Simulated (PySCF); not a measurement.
C₃H₇SSi (doublet state).
Geometry (GFN2-xTB, Å), atoms numbered from 1 in this order:
```xyz
12
C3H7SSi angstrom
C     -1.6600   -0.7233    0.0854
C     -0.8213    0.2690   -0.3536
C     -0.9138    1.5926   -0.0068
S      0.4892   -0.1991   -1.5007
Si     1.9925   -0.6710   -0.0514
H     -1.5392   -1.7400   -0.2385
H     -2.4767   -0.4947    0.7471
H     -1.6905    1.9315    0.6560
H     -0.2317    2.3213   -0.4027
H      3.1220   -1.0740   -0.8682
H      2.2496    0.5266    0.7403
H      1.4811   -1.7396    0.7995
```

The hyperfine couplings belong to this conformer and change with its torsions.

The species is `[CH2]C(=C)S[SiH3]` [radical].

Computed, not measured: UKS B3LYP, pcH-1 on C H S Si, non-relativistic, mean-field spin-orbit, GIAO in PySCF. Geometry: GFN2-xTB, one conformer, isolated molecule. The geometry wasn't refined by DFT: couplings that depend on bond lengths, twists or pyramidal angles can differ widely from those at the functional's own minimum. Stability of the SCF solution: not tested. ⟨S²⟩ is 0.779 where a pure state has 0.75.

Principal values of hyperfine tensors in MHz (contact, dipolar and spin–orbit terms together), for some of the nuclei:

```
atom  isotope      A1      A2      A3
  C1      13C    2.96    4.62  160.05
  C3      13C    2.97    4.63  159.89
  H6       1H  -69.03  -43.88  -17.14
  H9       1H  -68.97  -43.85  -17.14
  H7       1H  -62.43  -42.13  -16.37
  H8       1H  -62.37  -42.10  -16.36
 Si5     29Si   11.96   12.01   15.62
 H10       1H   -4.13   -3.86   -2.56
```

Q: Give the isotropic coupling of each nucleus in MHz and in mT (g = 2.0026), and the anisotropic part.

A: a_iso = (A1 + A2 + A3)/3, Ti = Ai − a_iso; 1 mT corresponds to 28.028 MHz. The tensors hold a spin–orbit part: the run splits a_iso into a_FC + a_SO, and T includes its anisotropic share.

| atom | a_iso (MHz) | a_FC | a_SO | a_iso (mT) | T1 | T2 | T3 |
| --- | --- | --- | --- | --- | --- | --- | --- |
| C1 | 55.88 | 55.95 | -0.07 | 1.994 | -52.91 | -51.26 | 104.17 |
| C3 | 55.83 | 55.90 | -0.07 | 1.992 | -52.86 | -51.20 | 104.06 |
| H6 | -43.35 | -43.36 | 0.01 | -1.547 | -25.68 | -0.53 | 26.21 |
| H9 | -43.32 | -43.33 | 0.01 | -1.546 | -25.65 | -0.53 | 26.18 |
| H7 | -40.31 | -40.31 | 0.01 | -1.438 | -22.12 | -1.82 | 23.94 |
| H8 | -40.28 | -40.29 | 0.01 | -1.437 | -22.09 | -1.83 | 23.91 |
| Si5 | 13.20 | 13.21 | -0.01 | 0.471 | -1.24 | -1.19 | 2.42 |
| H10 | -3.52 | -3.52 | 0.00 | -0.126 | -0.61 | -0.34 | 0.96 |

Q: What spin density at the nucleus of C3 lies behind its contact coupling (g_N = 1.40482)?

A: a_FC = 800.24 MHz bohr³ × g_N × ρ(0)/(2S). With a_FC = 55.90 MHz and 2S = 1, ρ(0) = 0.04972 bohr⁻³.

Q: C2 (13C, g_N = 1.40482) isn't in the table. Its spin density at the nucleus is -0.04825 bohr⁻³. What is its contact coupling?

A: By the same relation, a_FC = -54.2 MHz. Its full tensor has the principal values -84.33, -42.28, -36.14 MHz.

Q: In a single crystal, with the field along each principal axis of the tensor of C1 in turn, what first-order splitting does this nucleus give (isotropic g, quadrupole terms neglected)?

A: 2 lines (I = 1/2), spaced by |A_i|/(g × 13.996): 0.11, 0.16, 5.71 mT along the axes of A1, A2 and A3.
